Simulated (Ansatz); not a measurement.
Reaction (cleavage of the Si–Al bond): `[NH2][Al]([NH2])[SiH2][SiH3]` + `[NH2][GeH3]` → `[SiH3][SiH2][NH][GeH3]` + `[NH2][AlH][NH2]`

Computed with Ansatz on PBE0-D4/def2-TZVP structures; ΔE is electronic, products minus reactants. CCSD(T)/CBS is the MP2 limit (def2-TZVPP, def2-QZVPP) plus CCSD(T) − MP2 in def2-TZVPP, frozen cores. This one scheme is used for every species. DFT in def2-TZVPP. B3LYP here is the variant with VWN-RPA as its local correlation; programs differ in this. HSE06 is defined as in plane-wave codes. For Ge outer-core shells are correlated without core-valence functions, which leaves a few kJ/mol of doubt a bond. Scalar relativity is left out up to krypton. One conformer a species, not always the lowest.

```tsv
level	ΔE (kJ/mol)	difference from CCSD(T)/CBS
PBE-D4	-13.1	20.4
PBE0-D4	-18.9	14.6
r2SCANh-D4	-26.8	6.7
HSE06-D4	-18.6	14.9
B3LYP	-32.2	1.3
CAM-B3LYP	-39.6	-6.1
CCSD(T)/def2-SVP	-29.1	4.4
MP2/def2-TZVPP	-40.0	-6.5
SCS-MP2/def2-TZVPP	-43.1	-9.6
CCSD(T)/def2-TZVPP	-32.3	1.2
CCSD(T)/CBS	-33.5	0
```

Largest T1 diagnostic among the species: 0.012.

From PBE to PBE0 (25 % exact exchange), in def2-TZVPP and without D4, ΔE moves by −6.2 kJ/mol. Leaving LDA and LC-ωPBE aside and taking each functional with its dispersion term where it has one, the values, not all of them listed here, spread over 28.1 kJ/mol, from BHLYP-D4 to PBE-D4. LDA lies −6.5 kJ/mol from PBE without D4.
